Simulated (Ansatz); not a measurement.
CH3ClF2OSi (`OC(F)(F)[SiH2]Cl`), relaxed with RKS PBE-D4/def2-SVP in Ansatz from a rough embedded geometry. The force threshold is 0.03 eV/Å; the program also tests the step.

The species carries charge 0 and has multiplicity 1.

Start:

```xyz
9

O     0.584    0.187   -1.712
C     0.280   -0.450   -0.427
F     1.471   -0.883    0.059
F    -0.382   -1.542   -0.849
Si   -0.660    0.427    0.904
Cl    0.351    2.132    1.558
H     1.150   -0.416   -2.124
H    -0.842   -0.375    2.101
H    -1.952    0.919    0.490
```

Problem. How much energy does the relaxation release, and in how many steps? (Estimate.)

Solution. Ansatz gave: 68.62 kJ/mol, in 5 steps.

Problem. Which bonds change most? (Estimate.)

Solution. Computed: O1–C2 from 1.466 to 1.356 Å; C2–Si5 from 1.850 to 1.933 Å; O1–H7 from 0.924 to 0.982 Å; Si5–H9 from 1.444 to 1.496 Å.

Problem. Give the relaxed structure. (An estimate is asked.)

Solution. The calculation gave: 
```xyz
9

O     0.544    0.259   -1.543
C     0.326   -0.490   -0.434
F     1.517   -0.973    0.074
F    -0.415   -1.628   -0.741
Si   -0.662    0.484    0.912
Cl    0.422    2.153    1.495
H     1.080   -0.275   -2.170
H    -0.840   -0.435    2.079
H    -1.973    0.907    0.328
```
